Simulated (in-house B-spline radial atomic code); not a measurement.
Mg. Computed with a B-spline radial atomic code. Model: non-relativistic spherical atom: semilocal Troullier-Martins pseudo-atom, one channel per l, against all electrons, high spin, G0W0 and RPA with empty states to l = 8, local potential for every l without a channel, a model core (radius 0 = none) keeps its share of the functional.

What the tables leave out is listed at the end.

The pseudopotential gives back the lowest level of each angular momentum of its own functional in the configuration it was made in; a second state of the same l is only approximately right. Exact exchange, RPA and GW see the smooth pseudo-orbitals and miss the exchange with the core, for which the functional's share stands in. The column with an uncorrelated core keeps all orbitals and exact exchange, and so separates missing core correlation from pseudisation. Only the three outermost levels and the lowest empty one were computed. RPA here is direct RPA, with no exchange kernel, and its energies carry an (l + 1/2)⁻⁴ tail. A hybrid on a potential with a model core restores only its own semilocal share of the core's exchange.

Command:
```bash
python run_psgw.py task.json out
```
Settings (lengths in bohr, energies in hartree):
```
Z                      12
electrons              12
configuration          [Ne] 3s2
generated_in           [Ne] 3s2
functional             pbe,pbe
core_shells            2
radius_factor          1.15
core_correction        False
ion_configuration      [Ne] 3s1
```

Time taken, with all properties: 42 s on 1 thread of Arm Neoverse N1, with other jobs on the host.

Given: made with PBE; model core radius 0 bohr; local radius 1.14 bohr; mean-field start PBE.

Valence shells of the generating configuration: 2p, 3s.

Channel: s 2.939, p 0.822 (radii in bohr).

Computed: largest level miss in the spin-unpolarised generating configuration 0 eV; valence RPA correlation energy all-electron orbitals -0.42175 hartree; valence RPA correlation energy pseudo -0.51543 hartree; pseudo-atom RPA polarisability 54.034 bohr³; ionisation by mean-field all-electron 7.6121 eV; ionisation by mean-field pseudo minus all -0.016 eV; ionisation by RPA pseudo minus all 0.147 eV.

```json
{"level": "3s", "occupied": "1", "mean-field all-electron (eV)": "-4.6989", "mean-field pseudo minus all (eV)": "0", "G0W0 all-electron (eV)": "-7.5139", "G0W0 uncorrelated core minus all (eV)": "-0.023", "G0W0 pseudo minus all (eV)": "-0.166", "exchange self-energy all-electron (eV)": "-8.9708", "exchange self-energy pseudo (eV)": "-8.7122"}
```

Problem. What is the ionisation by RPA all-electron?

Solution. 8.0263 eV.

Problem. What is the all-electron RPA polarisability, core included?

Solution. 53.999 bohr³.

Given: mean-field start PBE0.

Computed: valence RPA correlation energy all-electron orbitals -0.39684 hartree; valence RPA correlation energy pseudo -0.49138 hartree; pseudo-atom RPA polarisability 45.047 bohr³; ionisation by mean-field all-electron 7.5415 eV; ionisation by mean-field pseudo minus all 0.051 eV; ionisation by RPA pseudo minus all 0.145 eV.

```
level  occupied  mean-field all-electron (eV)  mean-field pseudo minus all (eV)  G0W0 all-electron (eV)  G0W0 uncorrelated core minus all (eV)  G0W0 pseudo minus all (eV)  exchange self-energy all-electron (eV)  exchange self-energy pseudo (eV)
   3s         1                       -5.4255                            -0.041                 -7.6709                                 -0.022                      -0.178                                 -8.8703                            -8.812
```

Problem. What is the all-electron RPA polarisability, core included?

Solution. 46.37 bohr³.

Problem. What is the ionisation by RPA all-electron?

Solution. 7.8399 eV.

Given: mean-field start Hartree-Fock.

Computed: all-electron RPA polarisability, core included 36.286 bohr³; pseudo-atom RPA polarisability 31.85 bohr³; ionisation by mean-field all-electron 6.6054 eV; ionisation by mean-field pseudo minus all 0.239 eV; ionisation by RPA all-electron 7.496 eV; ionisation by RPA pseudo minus all 0.167 eV.

```json
{"level": "3s", "occupied": "1", "mean-field all-electron (eV)": "-6.8859", "mean-field pseudo minus all (eV)": "-0.283", "G0W0 all-electron (eV)": "-7.6891", "G0W0 uncorrelated core minus all (eV)": "-0.015", "G0W0 pseudo minus all (eV)": "-0.136", "exchange self-energy all-electron (eV)": "-8.5008", "exchange self-energy pseudo (eV)": "-9.0427"}
{"level": "2p", "occupied": "1", "mean-field all-electron (eV)": "-62.103", "mean-field pseudo minus all (eV)": "4.777", "G0W0 all-electron (eV)": "-59.463", "G0W0 uncorrelated core minus all (eV)": "-0.544", "G0W0 pseudo minus all (eV)": "3.738", "exchange self-energy all-electron (eV)": "-52.848", "exchange self-energy pseudo (eV)": "-42.856"}
```

Problem. What is the valence RPA correlation energy pseudo?

Solution. -0.43823 hartree.

Problem. What is the valence RPA correlation energy all-electron orbitals?

Solution. -0.34302 hartree.

Among the listed levels the largest G0W0 shift of the pseudo-atom is +3.74 eV, for 2p on the Hartree-Fock start, while leaving the core uncorrelated moves that level by -0.54 eV. So pseudisation and the lost core exchange, not the missing core correlation, make the error. Not in the tables (levels of low weight, unsolved or above zero; the highest and the empty levels are kept at any weight): on PBE the G0W0 levels 2p (pseudo minus all +3.17 eV, weights 0.05 and 0.07), 3p (pseudo minus all +0.05 eV, weights 0.86 and 0.86); on PBE0 the G0W0 levels 2p (pseudo minus all +3.50 eV, weights 0.58 and 0.03), 3p (pseudo minus all +0.07 eV, weights 0.91 and 0.91).
